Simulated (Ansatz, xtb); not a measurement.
## Two isomers of C2H6AlCl

Structure I: `[CH3][Al]([CH3])[Cl]`, a singlet. Structure II: `C[CH2][AlH][Cl]`, a singlet. Both are isolated molecules in the gas phase, relaxed with B3LYP-D3(BJ)/6-311G**, each in the lowest conformer that the search found.

Quicker runs give these differences E(II) − E(I): GFN2-xTB −26.9 kJ/mol; HF/STO-3G +73.0 kJ/mol (at GFN2-xTB geometries); r2SCAN-D4/def2-SVP +67.8 kJ/mol (at GFN2-xTB geometries).

Problem. Estimate E(II) − E(I) at the level CCSD(T)/def2-SVP + ΔMP2/def2-TZVPP.

Solution. Calculated at CCSD(T)/def2-SVP + ΔMP2/def2-TZVPP: E(II) − E(I) = +62.0 kJ/mol, so structure I lies lower.

The same difference at several levels:

```json
{"level": "GFN2-xTB", "geometry": "GFN2-xTB", "E(II) − E(I) (kJ/mol)": "−26.9", "departure from the last row (kJ/mol)": "−88.9", "job, with rough time for the two": "optimisation, 0.14 s"}
{"level": "HF/STO-3G", "geometry": "GFN2-xTB", "E(II) − E(I) (kJ/mol)": "+73.0", "departure from the last row (kJ/mol)": "+11.0", "job, with rough time for the two": "single point, 0.26 s"}
{"level": "r2SCAN-D4/def2-SVP", "geometry": "GFN2-xTB", "E(II) − E(I) (kJ/mol)": "+67.8", "departure from the last row (kJ/mol)": "+5.7", "job, with rough time for the two": "single point, 3.6 s"}
{"level": "B3LYP-D3(BJ)/6-311G**", "geometry": "B3LYP-D3(BJ)/6-311G**", "E(II) − E(I) (kJ/mol)": "+62.9", "departure from the last row (kJ/mol)": "+0.9", "job, with rough time for the two": "optimisation, 1.7 min"}
{"level": "HF/def2-SVP", "geometry": "B3LYP-D3(BJ)/6-311G**", "E(II) − E(I) (kJ/mol)": "+51.9", "departure from the last row (kJ/mol)": "−10.2", "job, with rough time for the two": "part of the CCSD(T) run"}
{"level": "MP2/def2-SVP", "geometry": "B3LYP-D3(BJ)/6-311G**", "E(II) − E(I) (kJ/mol)": "+52.7", "departure from the last row (kJ/mol)": "−9.3", "job, with rough time for the two": "part of the CCSD(T) run"}
{"level": "CCSD(T)/def2-SVP", "geometry": "B3LYP-D3(BJ)/6-311G**", "E(II) − E(I) (kJ/mol)": "+48.9", "departure from the last row (kJ/mol)": "−13.1", "job, with rough time for the two": "single point"}
{"level": "CCSD(T)/def2-SVP + ΔMP2/def2-TZVPP", "geometry": "B3LYP-D3(BJ)/6-311G**", "E(II) − E(I) (kJ/mol)": "+62.0", "departure from the last row (kJ/mol)": "", "job, with rough time for the two": "single point, 17 s"}
```

As drawn, II has 1 C–C, 1 Al–H in place of 1 C–Al, 1 C–H.

GFN2-xTB puts the two in the other order. The largest departure from CCSD(T)/def2-SVP + ΔMP2/def2-TZVPP is that of GFN2-xTB, 88.9 kJ/mol. The last row adds to CCSD(T) the change of the MP2 difference between the two basis sets, here +13.1 kJ/mol, a large step that makes the value less sure.

With harmonic frequencies from B3LYP-D3(BJ)/6-311G** (ideal gas, rigid rotor, one conformer each, 298.15 K, 1 atm): on the last row, ΔE + ΔZPE = +62.9 kJ/mol. A mode under 50 cm⁻¹ makes harmonic enthalpies and free energies unreliable, so none is given.

The correlated steps freeze 12 core orbitals. Run with Ansatz 0.2.0, xtb 6.7.1; the last row on 2 threads of Arm Neoverse V1 on a shared host.
